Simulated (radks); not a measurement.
Task: The mean radii <r> (bohr) of the occupied orbitals of an atom or ion are listed with their occupations. Calculated with a radial shooting solver on a logarithmic mesh with Libxc functionals: scalar-relativistic Kohn-Sham, LDA (Slater exchange, Perdew-Wang correlation), spin-polarised, spherical densities, finite nucleus; Fermi nuclear charge, rms radius of each element as measured or else 0.836 A^(1/3) + 0.57 fm.

orbital  occ.      <r>
1s up       1  0.01660
1s down     1  0.01660
2s up       1  0.06998
2s down     1  0.06998
2p up       3  0.06330
2p down     3  0.06330
3s up       1   0.1808
3s down     1   0.1808
3p up       3   0.1822
3p down     3   0.1822
3d up       5   0.1651
3d down     5   0.1651
4s up       1   0.3996
4s down     1   0.3996
4p up       3   0.4257
4p down     3   0.4257
4d up       5   0.4492
4d down     5   0.4491
5s up       1   0.8993
5s down     1   0.8986
4f up       7   0.4825
4f down     7   0.4821
5p up       3    1.033
5p down     3    1.032
5d up       5    1.385
5d down     4    1.388

Name the element and its charge. Open shells, if any, are filled with parallel spins first.

Result: Z = 80, mercury, charge +3: Hg3+ in [Xe] 4f14 5d9. The 1s radius gives Z: for a bare nucleus <r> = (2 gamma + 1)/(2Z) with gamma = sqrt(1 - (Z/c)^2), 0.0164 bohr for Z = 80, and screening makes it slightly larger (0.01660 here). The occupations add up to 77, and the charge is Z minus that.
